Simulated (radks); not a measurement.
Values are calculated unless marked as measured or tabulated.
Radial electron density D(r) = 4 pi r^2 rho(r) of an atom or ion with 65 electrons. Code: a radial shooting solver on a logarithmic mesh with Libxc functionals. Model: Dirac Kohn-Sham, PBE, spin-unpolarised, spherical densities, finite nucleus; Fermi nuclear charge, rms radius of each element as measured or else 0.836 A^(1/3) + 0.57 fm.

r (bohr),D(r) (e/bohr)
0.0008829,3.882
0.001028,4.973
0.001206,6.432
0.001404,8.181
0.001635,10.36
0.001903,13.05
0.002216,16.35
0.002579,20.34
0.003027,25.38
0.003524,31.02
0.004102,37.52
0.004775,44.81
0.005559,52.76
0.006472,61.09
0.007595,69.84
0.008842,77.55
0.01029,84.02
0.01198,88.59
0.01395,90.75
0.01624,90.32
0.01906,87.53
0.02219,83.79
0.02583,80.77
0.03007,80.44
0.035,84.31
0.04108,93.09
0.04782,103.9
0.05567,113.4
0.06481,117.4
0.07545,113.6
0.08784,103.6
0.1031,92.74
0.12,88.83
0.1397,93.58
0.1626,101.9
0.1893,104.1
0.2204,93.41
0.2587,71.71
0.3011,52.96
0.3505,45.78
0.4081,49.43
0.4751,54.50
0.5575,52.15
0.649,42.15
0.7556,30.10
0.8796,20.92
1.024,15.64
1.192,12.59
1.399,9.815
1.629,7.010
1.896,4.410
2.207,2.480
2.57,1.331
2.991,0.7591
3.51,0.4769
4.087,0.3165
4.758,0.1900
5.539,0.09535
6.448,0.03811
7.506,0.01156
8.809,0.002324
10.25,0.0003484

What is the nuclear charge?

Answer. Z = 66. The innermost maximum, from 1s, lies near gamma/Z bohr with gamma = sqrt(1 - (Z/c)^2) = 0.876, here 0.0133 bohr (found: 0.0146), and its height grows with Z. The density is that of the dysprosium ion Dy+ in [Xe] 4f10 6s1; the configuration itself is not fixed sharply by these data, and Z only to a few units. D(r) has 4 maxima, at r = 0.0146, 0.0648, 0.180, 0.494 bohr, and minima at 0.0284, 0.119, 0.353 bohr, inside which lie 2.02, 11.19, 29.46 electrons.
